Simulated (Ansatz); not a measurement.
Basis-set extrapolation for CH4BFO (`CB(O)F`) (PBE0-D4/def2-TZVP geometry, frozen core, the Gaussian-basis code of Ansatz). Multiplicity 1, RHF reference.

```json
{"": "HF", "def2-TZVPP": "-239.425293", "def2-QZVPP": "-239.436390"}
{"": "MP2 correlation", "def2-TZVPP": "-0.762207", "def2-QZVPP": "-0.823928"}
{"": "CCSD(T) correlation", "def2-TZVPP": "-0.809370", "def2-QZVPP": "not run"}
```

Energies in hartree. Use E(X) = E(∞) + A·exp(−7.88·√X) for Hartree–Fock and E(X) = E(∞) + B·X^(−2.97) for correlation, with X = 3 and 4, and add CCSD(T) minus MP2 of the smaller set to the MP2 limit.

**Question.** What is the CCSD(T) energy at the basis-set limit?

**Answer.** HF limit: -239.436390 + (-0.011097) × 0.13774 = -239.43792. MP2 limit: -0.823928 + (-0.061721) × 0.74074 = -0.86965. Higher-order term: -0.809370 − (-0.762207) = -0.04716. Total: -240.35473 hartree, 315.2 kJ/mol below CCSD(T)/def2-TZVPP.
